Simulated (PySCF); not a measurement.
# Ne²⁺ (neon, charge +2) across methods

[He] 2s1 2p4 3d1, one real determinant (an excited configuration). Calculation: PySCF 2.14, in aug-cc-pwCVDZ; no relativity, point nucleus.

```json
{"method": "M06-2X", "E (hartree)": "-123.5128", "mean ε 2p α (eV)": "-73.016", "mean ε 2p β (eV)": "-64.424", "mean ε 3d α (eV)": "0.479", "Σ⟨r²⟩ (bohr²)": "6.499", "⟨S²⟩": "6.001"}
{"method": "PBE0", "E (hartree)": "-123.4829", "mean ε 2p α (eV)": "-69.868", "mean ε 2p β (eV)": "-61.448", "mean ε 3d α (eV)": "1.561", "Σ⟨r²⟩ (bohr²)": "6.501", "⟨S²⟩": "6.001"}
{"method": "PBE", "E (hartree)": "-123.4863", "mean ε 2p α (eV)": "-66.018", "mean ε 2p β (eV)": "-58.870", "mean ε 3d α (eV)": "2.844", "Σ⟨r²⟩ (bohr²)": "6.515", "⟨S²⟩": "6.000"}
{"method": "LDA", "E (hartree)": "-122.8145", "mean ε 2p α (eV)": "-66.071", "mean ε 2p β (eV)": "-58.399", "mean ε 3d α (eV)": "3.211", "Σ⟨r²⟩ (bohr²)": "6.535", "⟨S²⟩": "6.001"}
{"method": "wB97M-V", "E (hartree)": "-123.5485", "mean ε 2p α (eV)": "-71.996", "mean ε 2p β (eV)": "-64.116", "mean ε 3d α (eV)": "-0.642", "Σ⟨r²⟩ (bohr²)": "6.503", "⟨S²⟩": "6.001"}
{"method": "UHF", "E (hartree)": "-123.27102", "mean ε 2p α (eV)": "-80.666", "mean ε 2p β (eV)": "-67.511", "mean ε 3d α (eV)": "-1.792", "Σ⟨r²⟩ (bohr²)": "6.477", "⟨S²⟩": "6.001"}
{"method": "PW91", "E (hartree)": "-123.5546", "mean ε 2p α (eV)": "-66.171", "mean ε 2p β (eV)": "-59.010", "mean ε 3d α (eV)": "2.787", "Σ⟨r²⟩ (bohr²)": "6.510", "⟨S²⟩": "6.001"}
{"method": "r2SCAN", "E (hartree)": "-123.5472", "mean ε 2p α (eV)": "-67.553", "mean ε 2p β (eV)": "-59.488", "mean ε 3d α (eV)": "2.803", "Σ⟨r²⟩ (bohr²)": "6.494", "⟨S²⟩": "6.001"}
```

Problem. Estimate the same row for TPSS.

Solution. E (hartree) = -123.5955; mean ε 2p α (eV) = -66.333; mean ε 2p β (eV) = -59.357; mean ε 3d α (eV) = 2.976; Σ⟨r²⟩ (bohr²) = 6.503; ⟨S²⟩ = 6.001.

⟨L²⟩ = 8.00 against 12 for a pure F term, so this real determinant mixes terms. The outer electron is Rydberg-like, and this basis confines it to a smaller radius and binds it less than a complete one would.

The highest occupied level is positive at M06-2X, PBE0, PBE, LDA, TPSS, PW91, r2SCAN: only the finite basis holds that electron, which in a density functional comes from self-interaction.
